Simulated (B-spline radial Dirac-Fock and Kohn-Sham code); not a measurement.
# Radiative decay of the L1 hole in Zn²⁺

System: zinc as Zn²⁺, [Ar] 3d10.

The computed values come from a B-spline atomic structure program: independent-particle radiative and Coulomb Auger rates from relativistic LDA hole-state orbitals, with Dirac-Fock energies.

```
 line  multipole  energy (eV)  width (meV)  share (%)
L1-L2         E1        154.3       0.0349      0.591
L1-L3         E1        177.7        0.109       1.85
  Lβ4         E1       1106.1         2.03       34.3
  Lβ3         E1       1109.2         3.72       62.9
L1-M4         E2       1191.5      0.00754      0.128
L1-M5         E2       1191.9       0.0112      0.190
```

The listed lines hold 100.0 % of the radiative rate. The radiative width is 0.00591 eV in the length form and 0.00583 eV in the velocity form; the two differ because the transition energies are not eigenvalue differences of the potential that gave the orbitals.
